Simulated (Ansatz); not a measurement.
`CCCCCCCCCC[S][Au]` with charge +1. Charge 1, multiplicity 2. Geometry PBE-D4/def2-SVP, that of the neutral singlet; atoms count from 1.

```
atom   x (Å)   y (Å)   z (Å)
  C1   1.406   5.292  -1.746
  C2   0.465   4.176  -1.287
  C3   1.196   2.913  -0.818
  C4   0.262   1.791  -0.354
  C5   0.990   0.528   0.115
  C6   0.049  -0.591   0.571
  C7   0.775  -1.867   1.015
  C8  -0.145  -2.975   1.551
  C9  -1.131  -3.524   0.512
 C10  -2.032  -4.627   1.065
 S11  -3.207  -5.366  -0.133
Au12  -4.462  -3.585  -0.784
 H13   0.848   6.190  -2.079
 H14   2.089   5.605  -0.928
 H15   2.042   4.959  -2.594
 H16  -0.184   4.549  -0.462
 H17  -0.230   3.908  -2.114
 H18   1.843   2.535  -1.642
 H19   1.893   3.177   0.010
 H20  -0.387   2.169   0.469
 H21  -0.434   1.526  -1.183
 H22   1.685   0.789   0.946
 H23   1.639   0.150  -0.708
 H24  -0.655  -0.825  -0.259
 H25  -0.587  -0.221   1.408
 H26   1.515  -1.602   1.803
 H27   1.372  -2.264   0.163
 H28  -0.713  -2.587   2.427
 H29   0.480  -3.809   1.940
 H30  -1.787  -2.707   0.136
 H31  -0.583  -3.907  -0.376
 H32  -1.429  -5.513   1.371
 H33  -2.578  -4.288   1.970
```

In the def2 sets Au takes a core potential; there is no spin–orbit coupling.

Estimate the Mulliken populations of the heavy atoms from the PBE0/def2-SVP orbitals of Ansatz.


```csv
atom,charge (e),spin (α − β),d electrons
C1,-0.08,0.00,–
C2,-0.10,0.00,–
C3,-0.08,0.00,–
C4,-0.06,0.00,–
C5,-0.06,0.00,–
C6,-0.10,0.00,–
C7,-0.05,0.01,–
C8,-0.06,0.01,–
C9,-0.11,0.03,–
C10,-0.20,-0.04,–
S11,0.20,0.90,–
Au12,0.47,0.05,9.74
```
Mulliken values and Mayer orders depend strongly on the basis.

Where does the spin sit?

Summed by element: C 0.02, S 0.90, Au 0.05, H 0.04, of 1 unpaired in all. Largest on single atoms: S11 0.90, Au12 0.05, C10 -0.04.

And the Mayer bond orders between bonded heavy atoms (over 0.3)?

S11–Au12 1.06 (2.27 Å); C1–C2 1.09 (1.53 Å); C2–C3 1.06 (1.53 Å); C3–C4 1.07 (1.53 Å); C4–C5 1.07 (1.53 Å); C5–C6 1.07 (1.53 Å); C6–C7 1.06 (1.53 Å); C7–C8 1.08 (1.54 Å); C8–C9 1.04 (1.53 Å); C9–C10 0.99 (1.53 Å); C10–S11 1.00 (1.83 Å).
